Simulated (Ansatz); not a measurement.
A nudged elastic band was laid between two geometries of BH9OSi2 (13 atoms, charge 0, multiplicity 1).

Theory: RKS PBE0/def2-SVP (Ansatz 0.2.0).

```yaml
movable_images: 5
climbing_image: yes
spring: 5.0 eV/Å²
optimiser: quadratic models (default)
start_path: through a guess of the saddle point
force_threshold: 0.05 eV/Å
iteration_limit: 60
end_points: relaxed
```

Initial state:

```xyz
13
Properties=species:S:1:pos:R:3
B -0.656 -0.316 0.407
Si 0.368 -1.902 1.135
H -1.208 -0.531 -0.666
H -1.404 0.216 1.213
H 0.830 1.304 0.724
O 0.425 0.843 -0.020
Si -0.028 1.692 -1.458
H 1.278 -1.523 2.278
H -0.550 -2.961 1.674
H 1.266 -2.581 0.137
H -1.414 2.199 -1.314
H 0.948 2.817 -1.532
H 0.145 0.744 -2.579
```

Final state:

```xyz
13
Properties=species:S:1:pos:R:3
B -1.801 0.208 0.092
Si 1.311 -1.744 1.247
H -1.494 -0.813 -0.499
H -2.613 0.204 0.991
H 1.442 -0.328 0.791
O -1.242 1.384 -0.253
Si -0.094 1.825 -1.402
H 2.459 -2.075 2.143
H 0.032 -1.903 2.000
H 1.321 -2.649 0.060
H -0.700 2.883 -2.257
H 1.093 2.365 -0.684
H 0.286 0.641 -2.229
```

Problem. Which bonds break or form, and what moves?

Solution. Bonds broken: B1–Si2, H5–O6. Bonds formed: Si2–H5. BH9OSi2 becomes BH5OSi + H4Si.

Problem. What energy profile does the band end with?

Solution. The forces met the threshold. The highest image is number 3 of 0 to 6, 22.4 kcal/mol above the first end and 42.3 kcal/mol above the last; the last end lies 19.8 kcal/mol below the first. Neighbouring images differ by up to 1.8 eV, so the band resolves the path poorly. A vibrational analysis at the climbing image gives one clearly imaginary mode, 1350i cm⁻¹: a first-order saddle point. The orbitals stay closed-shell, which can raise the energy where a bond breaks towards radicals; this wasn't checked here.

| image | path coordinate (Å) | energy (kcal/mol) | B1–Si2 (Å) | H5–O6 (Å) | Si2–H5 (Å) |
| --- | --- | --- | --- | --- | --- |
| 0 | 0.00 | 0.0 | 2.02 | 0.97 | 3.27 |
| 1 | 1.88 | 1.3 | 2.02 | 0.97 | 2.96 |
| 2 | 3.76 | 1.4 | 2.03 | 0.97 | 3.12 |
| 3 | 5.64 | 22.4 | 2.16 | 1.22 | 1.90 |
| 4 | 7.86 | -19.1 | 3.50 | 2.92 | 1.49 |
| 5 | 10.07 | -19.5 | 3.82 | 3.13 | 1.49 |
| 6 | 12.28 | -19.8 | 3.85 | 3.35 | 1.49 |

Problem. What is the geometry of the highest image?

Solution. 
```xyz
13
Properties=species:S:1:pos:R:3
B -0.853 -0.378 0.234
Si 0.639 -1.517 1.295
H -0.912 -0.960 -0.831
H -1.786 -0.454 1.000
H 0.364 0.230 0.603
O -0.311 1.103 0.093
Si -0.021 1.772 -1.438
H 0.861 -1.160 2.731
H -0.138 -2.790 1.220
H 1.978 -1.736 0.659
H 0.422 3.175 -1.219
H 1.047 0.995 -2.131
H -1.291 1.718 -2.214
```

The band took 27 iterations and about 10 core-minutes.

The run took 5.1 min on 2 threads of Intel(R) Xeon(R) Platinum 8488C (Sapphire Rapids), with other jobs on the host, peak memory 0.26 GiB.
